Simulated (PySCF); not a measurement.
Spectrum to structure. Computed with TDDFT CAM-B3LYP/def2-SVPD, vertical, gas phase, core orbitals frozen in the response (PySCF 2.14.0, density-fitted response routines). Geometries: PBE0-D3(BJ)/def2-SVP, one conformer each. Relativistic effects are left out although some hold elements past zinc.

| state | E (eV) | λ (nm) | f |
| --- | --- | --- | --- |
| S1 | 4.68 | 265.2 | 0.0000 |
| S2 | 5.55 | 223.5 | 0.021 |
| S3 | 5.64 | 220.0 | 0.308 |
| S4 | 5.64 | 219.6 | 0.012 |
| S5 | 6.40 | 193.7 | 0.0004 |
| S6 | 6.53 | 189.9 | 0.015 |

**Question.** Which structure fits?
A. `CCC(C)=[Se]`
B. `N#CC(=C)C#N`
C. `C/C=C/[Se]C`

**Answer.** C. Its S1 lies at 4.68 eV; the nearest of the others has S1 at 5.88 eV. S1 is HOMO→LUMO (81%), HOMO→LUMO+7 (8%). Löwdin shares by element: HOMO selenium 53%, carbon 38% or more; LUMO selenium 66%, carbon 10% or more, hydrogen 10% or more. At the same level the other candidates give, for their lowest levels:
- `CCC(C)=[Se]`: 2.18 eV (f 0.000); 5.01 eV (f 0.256); 5.70 eV (f 0.001); 5.73 eV (f 0.099); 5.81 eV (f 0.000); HOMO -7.30, LUMO -1.11 eV
- `C=C(C#N)C#N`: 5.88 eV (f 0.282); 6.19 eV (f 0.000); 6.39 eV (f 0.001); 6.76 eV (f 0.000); 6.87 eV (f 0.058); T1 3.31 eV; HOMO -10.33, LUMO -1.91 eV

Shape of the structure used: `[CH3:1]/[CH:2]=[CH:3]/[Se:4][CH3:5]`: C2–C3–Se4–C5 0°.
Triplets come from the Tamm–Dancoff approximation.
